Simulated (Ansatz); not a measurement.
`O[Si](O)(O)[O][AlH2]` + H₂ → `O[SiH](O)O` + `[OH][AlH2]`  (hydrogenolysis of the Si–O bond)

Program: Ansatz. Geometries: PBE0-D4/def2-TZVP. ΔE: electronic, gas phase. CBS: MP2 limit from def2 TZ/QZ plus the TZ coupled-cluster correction, frozen cores. This one scheme is used for every species. Functionals use def2-TZVPP. HSE06 is defined as in plane-wave codes. One conformer a species, not always the lowest.

CCSD(T)/CBS gives +29.3 kcal/mol.

(1) Another level gave +26.0 kcal/mol. Which?
A. HF/def2-TZVPP
B. BLYP/def2-TZVPP
C. HSE06/def2-TZVPP
D. CAM-B3LYP/def2-TZVPP

Largest T1 diagnostic among the species: 0.012.

Answers

(1) C. HSE06 26.0, HF/def2-TZVPP 29.1, CAM-B3LYP 27.6, BLYP 24.7 kcal/mol.

From BLYP to BHLYP (50 % exact exchange), in def2-TZVPP and without D4, ΔE moves by +3.6 kcal/mol. At CCSD(T), def2-SVP lies −2.3 kcal/mol from the extrapolated value and def2-TZVPP −0.1 kcal/mol. Leaving LDA and LC-ωPBE aside and taking each functional with its dispersion term where it has one, the values, not all of them listed here, spread over 4.8 kcal/mol, from PBE-D4 to BHLYP-D4. LDA lies +2.2 kcal/mol from PBE without D4.
